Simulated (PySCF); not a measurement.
N(2+): ionisation energy

N(2+) [He] 2s2 2p1 (2P) → N(3+) [He] 2s2 (1S), as a difference of total energies. Computed with PySCF 2.14 in x2c-TZVPPall with one added diffuse shell each of s, p, d type (6s4p3d1f, 40 functions), with the spin-free X2C one-electron Hamiltonian (Gaussian nucleus). Correlated levels: valence and next inner shell: nothing frozen. The calculations carry no spin-orbit coupling.

| method | ionisation energy (eV) | plus first-order spin-orbit estimate | difference from reference of that sum (eV) |
| --- | --- | --- | --- |
| UHF | 47.293 | 47.307 | -0.138 |
| MP2 (valence and next inner shell) | 47.480 | 47.494 | +0.049 |
| SCS-MP2 (valence and next inner shell) | 47.426 | 47.440 | -0.005 |
| CCSD (valence and next inner shell) | 47.240 | 47.255 | -0.190 |
| CCSD(T) (valence and next inner shell) | 47.266 | 47.280 | -0.165 |
| CCSDT (valence and next inner shell) | 47.272 | 47.287 | -0.158 |

Reference: 47.445 eV (semi-empirical (NIST evaluation); NIST Atomic Spectra Database, ionization energies).

A first-order spin-orbit estimate (lowest level to lowest level, LS coupling) adds 0.015 eV.

Errors of the correlated levels include the incompleteness of this basis.

The coupled-cluster amplitudes are large for N(3+) (T1 above 0.03 or a double amplitude above 0.15), so a single reference is strained.
